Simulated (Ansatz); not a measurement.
Ideal-gas functions of `O[SiH](O)Br` at 298.15 K and 1 bar, from an Ansatz frequency run at PBE0-D4/def2-TZVP.

Molar mass 143.01 g/mol, point group C1 (symmetry number 1), electronic degeneracy 1, moments of inertia 74.382, 247.989, 299.621 u Å². Harmonic wavenumbers (cm⁻¹, unscaled): 170, 178, 238, 282, 360, 435, 769, 795, 841, 859, 915, 994, 2309, 3915, 3926.

Use S(trans) = R[1.5 ln M + 2.5 ln T − 1.1517]; rotational temperatures θ = 24.2544 K / I; S(rot) = R[ln(√π/σ · √(T³/θAθBθC)) + 1.5]; for each mode x = 1.438777 ν̃/T, S = R[x/(eˣ − 1) − ln(1 − e⁻ˣ)] and H = RT x/(eˣ − 1); 1 cm⁻¹ = 0.0119627 kJ/mol; R = 8.31446 J/(mol·K).

Question: By hand: the entropy, in J/(mol·K).

Answer: Translation 170.8. Rotation: θ = 0.3261, 0.0978, 0.081 K, giving 113.1. Vibration, mode by mode: 10.19, 9.83, 7.61, 6.37, 4.69, 3.52, 0.98, 0.88, 0.74, 0.69, 0.55, 0.40, 0.00, 0.00, 0.00, in all 46.5. Electronic 0.0. Sum 330.4 J/(mol·K).

Question: By hand: H − E and G − E in kJ/mol, counted from the electronic energy.

Answer: Zero-point energy ½ × 16986 × 0.0119627 = 101.6; thermal vibration 8.3; translation, rotation and pV give 4 RT = 9.9. H − E = 119.8 kJ/mol, and G − E = 119.8 − 298.15 × 330.4/1000 = 21.3 kJ/mol.

Vibration gives 14 % of the entropy. The sum counts one conformer and one mirror image; others add a mixing term.
